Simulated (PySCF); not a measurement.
Species: C6H11O2 (doublet state).
Z-matrix (Å and degrees, GFN2-xTB geometry), rows numbered from 1:
```
C 
C   1  1.5251
C   2  1.5303  1  111.19
O   2  1.4233  1  106.69  3   121.09
C   4  1.4062  2  117.08  1   155.91
C   5  1.5270  4  108.18  2   164.51
C   5  1.5110  4  112.81  2   -73.56
O   7  1.1894  5  130.53  4    14.32
H   1  1.0868  2  109.74  3   -61.01
H   1  1.0862  2  110.18  3    59.46
H   1  1.0864  2  109.75  3   179.66
H   2  1.0997  1  109.03  3  -120.75
H   3  1.0882  2  111.26  1   179.71
H   3  1.0861  2  109.81  1   -60.27
H   3  1.0873  2  109.60  1    59.58
H   5  1.1038  4  111.51  2    43.88
H   6  1.0863  5  109.37  4    58.38
H   6  1.0857  5  110.22  4   178.86
H   6  1.0862  5  109.42  4   -60.44
```

The hyperfine couplings belong to this conformer and change with its torsions.

The species is `CC(C)O[C@@H](C)[C]=O` [radical].

Method: UKS B3LYP, pcH-1 on C H O, non-relativistic, mean-field spin-orbit, GIAO (PySCF). Isolated species at its GFN2-xTB geometry (one conformer only). Couplings are sensitive to structure, and on GFN2-xTB geometries they can be far from those on DFT ones. No stability test was run, so a lower SCF solution isn't excluded.

Question: The isotropic 17O couplings are -37.8, -9.2 MHz. Assign them to O4; O8.

Answer: 
| site | a_iso (MHz) | ρ(0) (bohr⁻³) | position | distance from C7 (Å) | spin population | largest \|T\| (MHz) |
| --- | --- | --- | --- | --- | --- | --- |
| O4 | -9.2 | +0.0152 | 2 bonds from C7 | 2.43 | +0.05 | 22.1 |
| O8 | -37.8 | +0.0624 | 1 bond from C7 | 1.19 | +0.25 | 107.8 |

ρ(0) is the spin density at the nucleus and T the dipolar tensor; entries for several nuclei are means. The largest Mulliken spin populations are on C7 (+0.62), O8 (+0.25) and C5 (+0.08).

The spin density at the nucleus, in bohr⁻³, is negative for H16 (-0.0019), C2 (-0.0015) and C6 (-0.0015), for instance. A restricted open-shell determinant has no negative spin density anywhere; here it arises because α and β orbitals differ (spin polarisation).

Class means assume fast exchange of nuclei equivalent by connectivity; if that motion is slow, each nucleus keeps its own coupling.
